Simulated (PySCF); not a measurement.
PySCF job for C2H5O, SMILES [CH2]CO, multiplicity 2, TDA-CAM-B3LYP/def2-SVPD. The structure is a stationary point at B3LYP-D3(BJ)/def2-TZVP. The isomer is the one that the SMILES or the coordinates give; other isomers of the formula were not compared. The values are those of a single conformer.

```python
import numpy as np
from pyscf import gto, scf, dft, tdscf

mol = gto.M(
    atom='''
    C     1.24183976    0.21847348    0.03930877
    C    -0.03839792   -0.51327968    0.16156175
    O    -1.16598425    0.25870181   -0.25242065
    H     1.40063125    0.87708797   -0.80441420
    H     2.07170109    0.00694127    0.69937186
    H    -0.05310677   -1.39593460   -0.49221005
    H    -0.17141558   -0.88481867    1.18657708
    H    -1.14058701    1.09594679    0.22481744
    ''',
    basis='def2-SVPD',
    charge=0,
    spin=1,
    max_memory=1600,
    verbose=4,
)
mf = dft.UKS(mol, xc='cam-b3lyp').density_fit(auxbasis='def2-universal-jkfit')
mf.grids.level = 3
mf.conv_tol = 1e-9
mf.max_cycle = 100
mf.kernel()
fine, coarse = mf.grids, dft.Grids(mol).set(level=1).build(with_non0tab=True)
for _ in range(3):  # follow internal instabilities
    mf.grids = coarse
    mo, _, stable, _ = mf.stability(return_status=True, nroots=4)
    mf.grids = fine
    if stable:
        break
    mf.kernel(mf.make_rdm1(mo, mf.mo_occ))
mf.grids = dft.Grids(mol).set(level=1).build(with_non0tab=True)  # coarser grid for the response kernel
td = tdscf.TDA(mf)
td.nstates = 10
td.conv_tol = 1e-4
td.kernel(x0=td.get_init_guess(mf, 15))
td.analyze()
```

Log of the run:

```
PySCF version 2.14.0

[INPUT] verbose = 4
[INPUT] num. atoms = 8
[INPUT] num. electrons = 25
[INPUT] charge = 0
[INPUT] spin (= nelec alpha-beta = 2S) = 1
[INPUT] symmetry False subgroup None
[INPUT] Mole.unit = angstrom
[INPUT] Symbol           X                Y                Z      unit          X                Y                Z       unit  Magmom
[INPUT]  1 C      1.241839760000   0.218473480000   0.039308770000 AA    2.346737036996   0.412855042681   0.074282809594 Bohr   0.0
[INPUT]  2 C     -0.038397920000  -0.513279680000   0.161561750000 AA   -0.072561552553  -0.969958020504   0.305307459705 Bohr   0.0
[INPUT]  3 O     -1.165984250000   0.258701810000  -0.252420650000 AA   -2.203390898056   0.488875568829  -0.477005896685 Bohr   0.0
[INPUT]  4 H      1.400631250000   0.877087970000  -0.804414200000 AA    2.646809464007   1.657456050451  -1.520122528711 Bohr   0.0
[INPUT]  5 H      2.071701090000   0.006941270000   0.699371860000 AA    3.914947672063   0.013117099257   1.321621274628 Bohr   0.0
[INPUT]  6 H     -0.053106770000  -1.395934600000  -0.492210050000 AA   -0.100357250660  -2.637934081804  -0.930142190258 Bohr   0.0
[INPUT]  7 H     -0.171415580000  -0.884818670000   1.186577080000 AA   -0.323928499683  -1.672064956202   2.242305706886 Bohr   0.0
[INPUT]  8 H     -1.140587010000   1.095946790000   0.224817440000 AA   -2.155397070137   2.071039280196   0.424843389626 Bohr   0.0

nuclear repulsion = 74.9405985960867
number of shells = 45
number of NR pGTOs = 143
number of NR cGTOs = 103
basis = def2-SVPD
ecp = {}


[settings echo left out]
init E= -154.303114110968
  alpha nocc = 13  HOMO = -0.176027411752447  LUMO = 0.0202957866242301
  beta  nocc = 12  HOMO = -0.372371356286715  LUMO = -0.176027411752446

WARN: HOMO -0.176027411752447 >= LUMO -0.176027411752446

cycle= 1 E= -154.126702196935  delta_E= 0.176  |g|= 0.405  |ddm|= 2.41
  alpha nocc = 13  HOMO = -0.229985426932227  LUMO = 0.0532190218553161
  beta  nocc = 12  HOMO = -0.232997245771142  LUMO = -0.0329402972763173
  HOMO = -0.229985426932  LUMO = -0.0329402972763  gap/eV = 5.36187
cycle= 2 E= -154.090164673244  delta_E= 0.0365  |g|= 0.534  |ddm|= 0.799
  alpha nocc = 13  HOMO = -0.280349683198263  LUMO = 0.0521505699739291
  beta  nocc = 12  HOMO = -0.358035297653366  LUMO = -0.0313548582663987
  HOMO = -0.280349683198  LUMO = -0.0313548582664  gap/eV = 6.77549
cycle= 3 E= -154.193438229956  delta_E= -0.103  |g|= 0.03  |ddm|= 0.394
  alpha nocc = 13  HOMO = -0.288745236748284  LUMO = 0.0531589264195924
  beta  nocc = 12  HOMO = -0.354049620151166  LUMO = -0.0326763969700865
  HOMO = -0.288745236748  LUMO = -0.0326763969701  gap/eV = 6.96799
cycle= 4 E= -154.193987519795  delta_E= -0.000549  |g|= 0.0116  |ddm|= 0.0711
  alpha nocc = 13  HOMO = -0.286059349444845  LUMO = 0.0536805810551386
  beta  nocc = 12  HOMO = -0.354801575215483  LUMO = -0.0278180060257585
  HOMO = -0.286059349445  LUMO = -0.0278180060258  gap/eV = 7.02710
cycle= 5 E= -154.194097300504  delta_E= -0.00011  |g|= 0.00428  |ddm|= 0.0259
  alpha nocc = 13  HOMO = -0.28770597131936  LUMO = 0.0536067890902951
  beta  nocc = 12  HOMO = -0.354930690888251  LUMO = -0.0282918503343925
  HOMO = -0.287705971319  LUMO = -0.0282918503344  gap/eV = 7.05902
cycle= 6 E= -154.194117090822  delta_E= -1.98e-05  |g|= 0.00131  |ddm|= 0.0133
  alpha nocc = 13  HOMO = -0.287869554895948  LUMO = 0.0536510840254603
  beta  nocc = 12  HOMO = -0.354942570824861  LUMO = -0.0279895134246662
  HOMO = -0.287869554896  LUMO = -0.0279895134247  gap/eV = 7.07170
cycle= 7 E= -154.194120299784  delta_E= -3.21e-06  |g|= 0.000387  |ddm|= 0.00587
  alpha nocc = 13  HOMO = -0.287832994695336  LUMO = 0.0536664977627765
  beta  nocc = 12  HOMO = -0.354885485592005  LUMO = -0.0279122977499435
  HOMO = -0.287832994695  LUMO = -0.0279122977499  gap/eV = 7.07280
cycle= 8 E= -154.19412046754  delta_E= -1.68e-07  |g|= 0.000155  |ddm|= 0.0012
  alpha nocc = 13  HOMO = -0.287865501956059  LUMO = 0.0536609446855505
  beta  nocc = 12  HOMO = -0.354916791463354  LUMO = -0.027939502299275
  HOMO = -0.287865501956  LUMO = -0.0279395022993  gap/eV = 7.07295
cycle= 9 E= -154.194120488553  delta_E= -2.1e-08  |g|= 4.93e-05  |ddm|= 0.000366
  alpha nocc = 13  HOMO = -0.287855026967988  LUMO = 0.0536636850440564
  beta  nocc = 12  HOMO = -0.354907335872227  LUMO = -0.0279336554266338
  HOMO = -0.287855026968  LUMO = -0.0279336554266  gap/eV = 7.07282
cycle= 10 E= -154.194120491052  delta_E= -2.5e-09  |g|= 1.43e-05  |ddm|= 0.000139
  alpha nocc = 13  HOMO = -0.287855487524025  LUMO = 0.0536630311764794
  beta  nocc = 12  HOMO = -0.354910786211267  LUMO = -0.0279360559917912
  HOMO = -0.287855487524  LUMO = -0.0279360559918  gap/eV = 7.07277
cycle= 11 E= -154.194120491417  delta_E= -3.65e-10  |g|= 6.09e-06  |ddm|= 6.64e-05
  alpha nocc = 13  HOMO = -0.287855062460766  LUMO = 0.05366329408877
  beta  nocc = 12  HOMO = -0.35490749661391  LUMO = -0.027935742792554
  HOMO = -0.287855062461  LUMO = -0.0279357427926  gap/eV = 7.07276
Extra cycle  E= -154.194120491422  delta_E= -5.63e-12  |g|= 7.03e-06  |ddm|= 1.37e-05
converged SCF energy = -154.194120491422  <S^2> = 0.75406969  2S+1 = 2.0040656
tot grids = 27904
uhf_internal: lowest eigs of H = [0.35205304 0.42575245 0.43482208 0.47754706]
<class 'pyscf.df.df_jk.DFUKS'> wavefunction is stable in the internal stability analysis
tot grids = 27904


******** <class 'pyscf.tdscf.uks.TDA'> for <class 'pyscf.df.df_jk.DFUKS'> ********
nstates = 10
deg_eia_thresh = 1.000e-03
wfnsym = None
conv_tol = 0.0001
eigh lindep = 1e-12
eigh level_shift = 0
eigh max_cycle = 100


Excitation energies (eV)
[4.88252868 5.82762875 6.04604513 6.63201351 6.80735492 6.88385757
 7.27705446 7.5389267  7.58138121 7.97583086]

** Excitation energies and oscillator strengths **
Excited State   1:      4.88253 eV    253.93 nm  f=0.0063
       8b ->   13b     -0.10664
      10b ->   13b     -0.11231
      11b ->   13b     -0.11991
      12b ->   13b      0.96950
Excited State   2:      5.82763 eV    212.75 nm  f=0.0297
      13a ->   14a      0.94489
      13a ->   15a     -0.24748
      13a ->   16a     -0.10595
Excited State   3:      6.04605 eV    205.07 nm  f=0.0032
       8b ->   13b      0.22002
      10b ->   13b     -0.22100
      11b ->   13b      0.92703
      12b ->   13b      0.10892
Excited State   4:      6.63201 eV    186.95 nm  f=0.0042
      12a ->   14a      0.23675
      13a ->   14a      0.21393
      13a ->   15a      0.74628
      13a ->   16a      0.40181
      13a ->   19a     -0.11185
      13a ->   21a      0.11478
      10b ->   13b     -0.32196
Excited State   5:      6.80735 eV    182.13 nm  f=0.0079
      13a ->   15a      0.35140
       7b ->   13b     -0.11699
      10b ->   13b      0.83771
      11b ->   13b      0.22106
      12b ->   13b      0.13715
      12b ->   14b      0.15832
      12b ->   15b      0.10738
Excited State   6:      6.88386 eV    180.11 nm  f=0.0148
      13a ->   15a      0.38640
      13a ->   16a     -0.87924
      13a ->   21a     -0.12500
      10b ->   13b     -0.13318
Excited State   7:      7.27705 eV    170.38 nm  f=0.0021
      12a ->   14a      0.50703
      12a ->   15a      0.27172
      13a ->   15a     -0.18764
       8b ->   13b     -0.11412
      10b ->   13b      0.18560
      12b ->   14b     -0.62054
      12b ->   15b     -0.34983
Excited State   8:      7.53893 eV    164.46 nm  f=0.0143
      13a ->   17a     -0.82425
      13a ->   18a     -0.44723
      13a ->   19a     -0.16252
      13a ->   21a     -0.16159
      10b ->   13b     -0.10409
Excited State   9:      7.58138 eV    163.54 nm  f=0.0028
      12a ->   14a      0.66870
      12a ->   15a      0.31521
      13a ->   15a     -0.15269
      12b ->   14b      0.55237
      12b ->   15b      0.25543
Excited State  10:      7.97583 eV    155.45 nm  f=0.0191
      13a ->   17a     -0.38015
      13a ->   18a      0.73720
      13a ->   19a     -0.38342
      13a ->   21a      0.23816
      13a ->   23a      0.13295
      13a ->   24a     -0.20240

** Transition electric dipole moments (AU) **
state          X           Y           Z        Dip. S.      Osc.
  1        -0.1997     -0.1072      0.0400      0.0530      0.0063
  2        -0.3122      0.2812      0.1772      0.2079      0.0297
  3        -0.0123     -0.1419      0.0406      0.0219      0.0032
  4        -0.1499     -0.0161     -0.0575      0.0260      0.0042
  5        -0.2088     -0.0259      0.0561      0.0474      0.0079
  6        -0.0176      0.2072      0.2108      0.0877      0.0148
  7         0.0279     -0.1046     -0.0138      0.0119      0.0021
  8        -0.1854     -0.2040      0.0375      0.0774      0.0143
  9        -0.0343     -0.1071      0.0472      0.0149      0.0028
 10        -0.2044     -0.2346      0.0295      0.0977      0.0191

** Transition velocity dipole moments (imaginary part, AU) **
state          X           Y           Z        Dip. S.      Osc.
  1        -0.0116     -0.0216      0.0022      0.0006      0.0023
  2        -0.0574      0.0662      0.0483      0.0100      0.0312
  3        -0.0038      0.0051      0.0127      0.0002      0.0006
  4        -0.0131     -0.0329     -0.0359      0.0025      0.0070
  5        -0.0361     -0.0031      0.0195      0.0017      0.0045
  6        -0.0035      0.0580      0.0593      0.0069      0.0182
  7         0.0050     -0.0141     -0.0007      0.0002      0.0006
  8        -0.0401     -0.0552     -0.0027      0.0047      0.0112
  9        -0.0319     -0.0301      0.0295      0.0028      0.0067
 10        -0.0566     -0.0415      0.0167      0.0052      0.0118

** Transition magnetic dipole moments (imaginary part, AU) **
state          X           Y           Z
  1         0.1443     -0.2109      0.2427
  2        -0.2636      0.3153     -0.4354
  3         0.2663      0.2977     -0.0393
  4         0.1243     -0.1293      0.0716
  5        -0.7922     -0.1669     -0.1615
  6         0.1926     -0.0498      0.0560
  7        -0.0927     -0.0595      0.1390
  8        -0.0761      0.0987     -0.1362
  9        -0.1871     -0.3708     -0.3292
 10        -0.2054      0.0082      0.2281
```

The calculation finished and met its thresholds.
